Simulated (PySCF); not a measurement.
C₃H₂F₃, SMILES C=C(F)[C](F)F (connectivity only; charge and spin as stated), charge +1, multiplicity 1.

The structure is a stationary point at PBE0-D3(BJ)/def2-SVP. The multiplicity is an assumed one; no other spin state was optimised. The isomer is the one that the SMILES or the coordinates give; other isomers of the formula were not compared. The values are those of a single conformer.

Calculation: PBE0-D3(BJ)/def2-SVP run with PySCF.

Harmonic, unscaled wavenumbers; measured fundamentals usually lie a few per cent lower.

Computed normal modes with their intensities:
```
mode  ν (cm⁻¹)  IR (km/mol)  Raman (Å⁴/amu)  depolarisation  moving atoms (share of kinetic energy)
----  --------  -----------  --------------  --------------  --------------------------------------
1          120          5.0             1.5            0.75                          F 72 %, C 20 %
2          236          4.2             0.7            0.50                   F 69 %, C 23 %, H 8 %
3          383          2.1             2.8            0.75                  C 64 %, H 18 %, F 17 %
4          388          1.6             6.4            0.51                  F 57 %, C 23 %, H 20 %
5          531          0.4             3.3            0.72                          F 72 %, C 20 %
6          603          8.8             2.5            0.56                   F 53 %, C 39 %, H 8 %
7          680          0.9             3.3            0.75                          H 75 %, C 20 %
8          781         28.0             0.5            0.75                          C 80 %, H 13 %
9          849          3.6            20.3            0.15                  F 60 %, C 27 %, H 14 %
10         974         20.6             4.2            0.45                  H 49 %, C 27 %, F 24 %
11        1040         29.2             2.3            0.75                          H 72 %, C 28 %
12        1304        105.0             2.2            0.70                  C 54 %, F 25 %, H 21 %
13        1411         83.8             9.2            0.50                          H 69 %, C 23 %
14        1597        391.9             7.2            0.27                          C 83 %, F 16 %
15        1620        705.2             1.1            0.47                          C 79 %, F 21 %
16        1681         34.8            29.3            0.21                                  C 87 %
17        3178         39.9            71.7            0.09                                  H 94 %
18        3300         47.4            40.5            0.75                          H 89 %, C 11 %
```
